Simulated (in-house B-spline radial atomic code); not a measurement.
Results of a calculation; reference values are marked as such.
**Correlation energy from the adiabatic connection: −Z/r, Z = 3.75**

Two electrons in a singlet, external potential −Z/r, Z = 3.75 (atomic units). Full CI in B-splines (partial waves to l = 8, correlation up to 0.6 % small) with the density held fixed gives W(λ) = <V_ee>_λ − U, and E_c is the integral of W(λ) − W(0) from 0 to 1.

```csv
λ,W(λ) − W(0) (hartree)
0,0.00000
0.02,-0.00188
0.05,-0.00469
0.12,-0.01116
0.25,-0.02293
0.4,-0.03612
0.6,-0.05307
0.8,-0.06934
1,-0.08498
```

Problem. Integrate the table by the trapezoid rule.

Solution. The strips give -0.00002, -0.00010, -0.00055, -0.00222, -0.00443, -0.00892, -0.01224, -0.01543, which sum to -0.04391 hartree. The direct value, W(1) − W(0) + T_c with T_c = 0.04103, is -0.04395; the curve is convex, so chords lie above it and the trapezoids fall short in size by 0.09 %.

Problem. Now use only three numbers: W(0) = -2.1202, the initial slope W'(0) = -0.09423 (extrapolated from the first points) and the strong-coupling limit of the point-charge-plus-continuum model, W∞ = -3.0148. What do second-order theory and the interpolation W(λ) = W∞ + (W(0) − W∞)/√(1 + 2χλ) of Seidl, Perdew and Levy give?

Solution. Second order keeps the slope alone: E_c = W'(0)/2 = -0.04711, +7 % in size against -0.04395. Matching the slope fixes χ = W'(0)/(W∞ − W(0)) = -0.09423/(-0.89460) = 0.10533. Integrating, with s = √(1 + 2χ) = 1.100302, E_c = −(W(0) − W∞)(s − 1)/(s + 1) = −0.89460 × 0.100302/2.100302 = -0.04272 hartree, -2.8 % in size against the full result. At λ = 1 the formula gives W − W(0) = -0.08155 against -0.08498. Part of the miss can come from the model's W∞.
